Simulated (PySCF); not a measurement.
PySCF input (BP86/6-31G* (5d)):

```python
from pyscf import gto, dft

mol = gto.M(
    atom='''
    C    -2.18694900    0.00139300   -0.09965900
    C    -1.01554500    0.13472500    0.50215900
    C     0.18687600   -0.72080900    0.19186800
    C     1.35066900    0.07601700   -0.19353400
    N     2.25909500    0.71584600   -0.48834400
    H    -3.02917900    0.62672000    0.16475400
    H    -2.34798900   -0.73536300   -0.87816000
    H    -0.87406900    0.88651900    1.27090500
    H    -0.03978100   -1.42309600   -0.61290200
    H     0.46704700   -1.31365300    1.06880700
    ''',
    basis='6-31g*',
    charge=0,
    spin=0,
    verbose=4,
)

mf = dft.RKS(mol, xc='bp86')
mf.grids.level = 3
mf.conv_tol = 1e-9
mf.max_cycle = 100
mf.max_memory = 1500
mf.kernel()
if not mf.converged:
    mf = mf.newton()
    mf.kernel(mf.make_rdm1())
mf.dip_moment()
```

From the output:

```
[INPUT]  6 H     -3.029179000000   0.626720000000   0.164754000000 AA   -5.724318692284   1.184329156787   0.311339937927 Bohr   0.0
[INPUT]  7 H     -2.347989000000  -0.735363000000  -0.878160000000 AA   -4.437056153491  -1.389634672139  -1.659481893548 Bohr   0.0
[INPUT]  8 H     -0.874069000000   0.886519000000   1.270905000000 AA   -1.651751023972   1.675278114223   2.401662380340 Bohr   0.0
[INPUT]  9 H     -0.039781000000  -1.423096000000  -0.612902000000 AA   -0.075175194961  -2.689261688964  -1.158216921198 Bohr   0.0
[INPUT] 10 H      0.467047000000  -1.313653000000   1.068807000000 AA    0.882590917300  -2.482444392713   2.019752510018 Bohr   0.0

nuclear repulsion = 140.329309142433
number of shells = 40
number of NR pGTOs = 155
number of NR cGTOs = 80
basis = 6-31g*
ecp = {}

******** <class 'pyscf.dft.rks.RKS'> ********
method = RKS
initial guess = minao
damping factor = 0
level_shift factor = 0
DIIS = <class 'pyscf.scf.diis.CDIIS'>
diis_start_cycle = 1
diis_space = 8
diis_damp = 0
SCF conv_tol = 1e-09
SCF conv_tol_grad = None
SCF max_cycles = 100
direct_scf = True
direct_scf_tol = 1e-13
XC library pyscf.dft.libxc version 7.1.2
    S. Lehtola, C. Steigemann, M. J. T. Oliveira, and M. A. L. Marques,  SoftwareX 7, 1–5 (2018)
XC functionals = bp86
    A. D. Becke,  Phys. Rev. A 38, 3098 (1988)
    J. P. Perdew,  Phys. Rev. B 33, 8822 (1986)
    J. P. Perdew,  Phys. Rev. B 34, 7406–7406 (1986)
radial grids:
    Treutler-Ahlrichs [JCP 102, 346 (1995); DOI:10.1063/1.469408] (M4) radial grids

becke partition: Becke, JCP 88, 2547 (1988); DOI:10.1063/1.454033
pruning grids: <function nwchem_prune>
grids dens level: 3
symmetrized grids: False
atomic radii adjust function: <function treutler_atomic_radii_adjust>
small_rho_cutoff = 0
Set gradient conv threshold to 3.16228e-05
Initial guess from minao.
tot grids = 119416
init E= -210.509740264343
  HOMO = -0.319292010810422  LUMO = -0.0993264069894684  gap/eV = 5.98557
cycle= 1 E= -210.052059305538  delta_E= 0.458  |g|= 0.53  |ddm|= 3.19
  HOMO = -0.183598417228122  LUMO = 0.0153423694431631  gap/eV = 5.41345
cycle= 2 E= -209.768973513256  delta_E= 0.283  |g|=  1.2  |ddm|= 1.68
  HOMO = -0.222570680966824  LUMO = -0.0150228326218409  gap/eV = 5.64766
cycle= 3 E= -210.094931153983  delta_E= -0.326  |g|= 0.36  |ddm|= 1.25
  HOMO = -0.255781050463885  LUMO = -0.0434404388063561  gap/eV = 5.77808
cycle= 4 E= -210.126512266315  delta_E= -0.0316  |g|= 0.0321  |ddm|= 0.311
  HOMO = -0.251662190333588  LUMO = -0.0402100290063157  gap/eV = 5.75391
cycle= 5 E= -210.126733885679  delta_E= -0.000222  |g|= 0.0149  |ddm|= 0.0543
  HOMO = -0.252538066746575  LUMO = -0.0407763232327358  gap/eV = 5.76233
cycle= 6 E= -210.126791015009  delta_E= -5.71e-05  |g|= 0.00415  |ddm|= 0.0189
  HOMO = -0.252560161656841  LUMO = -0.0407921709124257  gap/eV = 5.76250
cycle= 7 E= -210.126794452661  delta_E= -3.44e-06  |g|= 0.00212  |ddm|= 0.00512
  HOMO = -0.25251734833875  LUMO = -0.0407749118444101  gap/eV = 5.76181
cycle= 8 E= -210.12679566451  delta_E= -1.21e-06  |g|= 0.000243  |ddm|= 0.00224
  HOMO = -0.252529966130307  LUMO = -0.0407830737816077  gap/eV = 5.76193
cycle= 9 E= -210.126795658018  delta_E= 6.49e-09  |g|= 5.72e-05  |ddm|= 0.000329
  HOMO = -0.252529715742565  LUMO = -0.0407827315652476  gap/eV = 5.76193
cycle= 10 E= -210.126795658725  delta_E= -7.08e-10  |g|= 2.16e-05  |ddm|= 6.37e-05
  HOMO = -0.252532954063068  LUMO = -0.0407854527257676  gap/eV = 5.76194
Extra cycle  E= -210.126795658587  delta_E= 1.39e-10  |g|= 3.18e-05  |ddm|= 5.37e-05
converged SCF energy = -210.126795658587
Dipole moment(X, Y, Z, Debye): -3.08160, -1.93336,  1.02175
```

The geometry given is a B3LYP-D3(BJ)/def2-TZVP minimum.
